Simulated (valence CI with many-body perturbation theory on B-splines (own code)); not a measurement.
**E1 transitions of Ho LXII**

Calculated by relativistic CI+MBPT: four valence electrons over a frozen Dirac-Fock core [He], a basis of 11 s, 11 p, 10 d, 8 f, 5 g, 2 h functions for each j, with the one-electron correlation potential Σ1, the two-electron term Σ2, the three-electron term Σ3, Breit, model QED; selected CI, second order for the rest, scaled by the run's own slope (own B-spline code, finite nucleus).

The last digits are not significant, and no measured levels were compared; by estimate large intervals hold to a few tenths of a per cent, small ones and those within an open d or f shell to about a per cent. Among the levels kept, up to 910 cm⁻¹ of a level comes from second order outside the variational space, and about a tenth of that is noise between levels of different J, which matters for small intervals.

Lines 101 to 150 of 539 in falling wavelength, among levels below 11083 eV, chosen from the strongest by gf and those to the six lowest levels. Wavelengths and rates use the calculated energies. Electric multipoles are in the length gauge, E1 and E2 with the static RPA response of the core. Weak lines are less certain than strong ones. Lines between different terms over intervals too small for the method are left out, as are lines whose strength nearly cancels. The highest levels of a list are the least certain.

Levels are named by their leading jj configuration (3d3/2^4 stands for four electrons in 3d with j = 3/2), which in mixed levels can hold well under half, so a name can repeat and another be missing. Letters in brackets count levels of one name in rising energy.

```tsv
λ vac (Å)	Upper	Lower	A (s⁻¹)	S (a.u.)
35.58	(2p1/2 2p3/2^2 3p3/2) J=1 [c]	(2p1/2 2p3/2^2 3s) J=0	3.58e+11	2.39e-02
35.57	(2p1/2^2 2p3/2 3d3/2) J=1	(2p1/2^2 2p3/2 3p1/2) J=1	2.06e+11	1.37e-02
35.57	(2s 2p1/2 2p3/2 3p3/2) J=2 [a]	(2s 2p1/2 2p3/2 3s) J=1 [a]	2.27e+11	2.52e-02
35.46	(2s 2p3/2^2 3d3/2) J=2 [c]	(2s 2p3/2^2 3p1/2) J=1 [b]	2.05e+11	2.25e-02
35.44	(2s 2p3/2^2 3p3/2) J=2 [b]	(2s 2p3/2^2 3s) J=1 [a]	4.00e+11	4.39e-02
35.38	(2s 2p1/2 2p3/2 3p3/2) J=4	(2s 2p1/2 2p3/2 3s) J=3	4.95e+11	9.74e-02
35.37	(2s 2p1/2 2p3/2 3d3/2) J=3 [b]	(2s 2p1/2 2p3/2 3p1/2) J=3	1.84e+11	2.82e-02
35.37	(2s 2p1/2 2p3/2 3p3/2) J=3 [b]	(2s 2p1/2 2p3/2 3s) J=2 [b]	2.08e+11	3.18e-02
35.30	(2s 2p3/2^2 3p3/2) J=2 [c]	(2s 2p3/2^2 3s) J=2 [b]	1.49e+11	1.61e-02
35.18	(2s^2 2p3/2 3d5/2) J=3	(2s 2p1/2 2p3/2 3s) J=2 [a]	1.24e+11	1.87e-02
35.12	(2s 2p3/2^2 3p3/2) J=3 [a]	(2s 2p3/2^2 3s) J=3	3.33e+11	4.99e-02
35.08	(2p1/2 2p3/2^2 3p3/2) J=2 [c]	(2p1/2 2p3/2^2 3s) J=1 [b]	3.92e+11	4.18e-02
35.07	(2p1/2^2 2p3/2 3p3/2) J=3	(2p1/2^2 2p3/2 3s) J=2	3.46e+11	5.15e-02
34.98	(2s 2p3/2^2 3p3/2) J=2 [c]	(2s 2p3/2^2 3s) J=1 [b]	2.20e+11	2.33e-02
34.71	(2s^2 2p1/2 3p3/2) J=2	(2s^2 2p1/2 3s) J=1	5.81e+11	6.00e-02
34.66	(2p1/2 2p3/2^2 3d3/2) J=3 [b]	(2p1/2 2p3/2^2 3p1/2) J=3	1.65e+11	2.37e-02
34.66	(2s 2p1/2 2p3/2 3p3/2) J=2 [d]	(2s 2p1/2 2p3/2 3s) J=2 [c]	2.45e+11	2.52e-02
34.55	(2s 2p1/2 2p3/2 3p3/2) J=1 [c]	(2s 2p1/2 2p3/2 3s) J=2 [b]	5.48e+11	3.35e-02
34.52	(2s^2 2p1/2 3p3/2) J=1	(2s^2 2p1/2 3s) J=1	2.22e+11	1.35e-02
34.39	(2s 2p1/2 2p3/2 3d3/2) J=2 [b]	(2s 2p1/2 2p3/2 3p1/2) J=3	1.44e+11	1.45e-02
34.35	(2s 2p3/2^2 3p3/2) J=2 [c]	(2s 2p3/2^2 3s) J=1 [a]	1.68e+11	1.68e-02
34.27	(2p1/2^2 2p3/2 3p3/2) J=2	(2s 2p1/2 2p3/2 3p3/2) J=1 [b]	1.47e+11	1.46e-02
34.26	(2s 2p1/2 2p3/2 3p3/2) J=1 [d]	(2s 2p1/2 2p3/2 3s) J=1 [c]	2.72e+11	1.62e-02
34.20	(2s^2 2p1/2 3p3/2) J=1	(2s^2 2p1/2 3s) J=0	4.22e+11	2.50e-02
34.16	(2p1/2 2p3/2^2 3p3/2) J=1 [b]	(2p1/2 2p3/2^2 3s) J=2 [b]	2.86e+11	1.69e-02
34.06	(2s 2p1/2^2 3p3/2) J=2	(2s 2p1/2^2 3s) J=1	5.49e+11	5.36e-02
33.87	(2s 2p1/2 2p3/2 3p3/2) J=2 [d]	(2s 2p1/2 2p3/2 3s) J=1 [b]	3.33e+11	3.19e-02
33.79	(2s 2p1/2 2p3/2 3p3/2) J=2 [b]	(2s 2p1/2 2p3/2 3s) J=3	1.88e+11	1.79e-02
33.77	(2s^2 2p3/2 3p3/2) J=2	(2s^2 2p3/2 3s) J=1	3.50e+11	3.32e-02
33.75	(2s 2p3/2^2 3p3/2) J=2 [a]	(2s 2p3/2^2 3s) J=2 [a]	5.05e+11	4.79e-02
33.66	(2s 2p1/2 2p3/2 3p3/2) J=1 [d]	(2s 2p1/2 2p3/2 3s) J=0	3.17e+11	1.79e-02
33.61	(2s 2p1/2^2 3p3/2) J=1	(2s 2p1/2^2 3s) J=1	2.28e+11	1.28e-02
33.27	(2s 2p1/2 2p3/2 3p3/2) J=1 [e]	(2s 2p1/2 2p3/2 3s) J=1 [b]	3.67e+11	2.00e-02
33.17	(2s 2p1/2 2p3/2 3p3/2) J=2 [a]	(2s 2p1/2 2p3/2 3s) J=2 [a]	2.64e+11	2.38e-02
33.16	(2s 2p1/2 2p3/2 3p3/2) J=3 [b]	(2s 2p1/2 2p3/2 3s) J=3	3.62e+11	4.56e-02
33.05	(2s^2 2p3/2 3p3/2) J=2	(2s^2 2p3/2 3s) J=2	3.40e+11	3.03e-02
33.00	(2p1/2 2p3/2^2 3p3/2) J=2 [b]	(2p1/2 2p3/2^2 3s) J=2 [b]	3.82e+11	3.39e-02
32.67	(2p1/2^2 2p3/2 3p3/2) J=2	(2p1/2^2 2p3/2 3s) J=2	1.94e+11	1.67e-02
32.37	(2s 2p3/2^2 3p3/2) J=1 [c]	(2s 2p3/2^2 3s) J=1 [b]	5.68e+11	2.85e-02
32.15	(2p1/2 2p3/2^2 3p3/2) J=1 [b]	(2p1/2 2p3/2^2 3s) J=1 [a]	3.28e+11	1.61e-02
31.69	(2s^2 2p3/2 3p3/2) J=0	(2s^2 2p3/2 3s) J=1	8.41e+11	1.32e-02
31.63	(2s 2p3/2^2 3p3/2) J=2 [a]	(2s 2p3/2^2 3s) J=3	1.79e+11	1.40e-02
11.17	(2s 2p3/2^2 3d5/2) J=5	(2s^2 2p3/2 3d5/2) J=4	8.67e+11	6.57e-03
11.16	(2s 2p3/2^2 3p3/2) J=4	(2s^2 2p3/2 3p3/2) J=3	9.06e+11	5.59e-03
11.15	(2s 2p3/2^2 3s) J=3	(2s^2 2p3/2 3s) J=2	1.08e+12	5.17e-03
11.13	(2p1/2 2p3/2^2 3p3/2) J=2 [a]	(2s 2p1/2 2p3/2 3p3/2) J=1 [d]	1.36e+12	4.64e-03
11.13	(2p1/2 2p3/2^2 3d5/2) J=3	(2s 2p1/2 2p3/2 3d5/2) J=2 [c]	1.07e+12	5.12e-03
11.11	(2s 2p3/2^2 3d3/2) J=4	(2s^2 2p3/2 3d3/2) J=3	8.82e+11	5.37e-03
11.09	(2s 2p3/2^2 3p1/2) J=3	(2s^2 2p3/2 3p1/2) J=2	9.92e+11	4.67e-03
11.02	(2s 2p1/2 2p3/2^2) J=2 [a]	(2s^2 2p1/2 2p3/2) J=1	1.10e+12	3.62e-03
```
